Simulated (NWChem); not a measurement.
# CF cation, singlet

```xyz
2

C      0.0000     0.0000    -0.6977
F      0.0000     0.0000     0.4710
```
Atoms are numbered in this order, from 1.

Low-valent species are run as closed-shell singlets; no triplet was tried in these runs. Structure relaxed at the B3LYP/6-31G* (spherical d) level.

 Unshifted, non-relativistic core excitations; the lowest 4 roots alone, so stronger bands may lie above.

Task: List the first C K-edge excitations from PBE/cc-pVTZ, restricted-window TDA (NWChem).

Result: 
```
state  energy (eV)  dipole oscillator strength           leading excitation (squared amplitude)
-----  -----------  --------------------------  -----------------------------------------------
S1           272.7                      0.0802    1s of atom 1 or its equivalents → LUMO (1.00)
S2           272.7                      0.0802  1s of atom 1 or its equivalents → LUMO+1 (1.00)
S3           281.2                      0.0183  1s of atom 1 or its equivalents → LUMO+2 (1.00)
S4           285.8                      0.0331  1s of atom 1 or its equivalents → LUMO+3 (1.00)
```
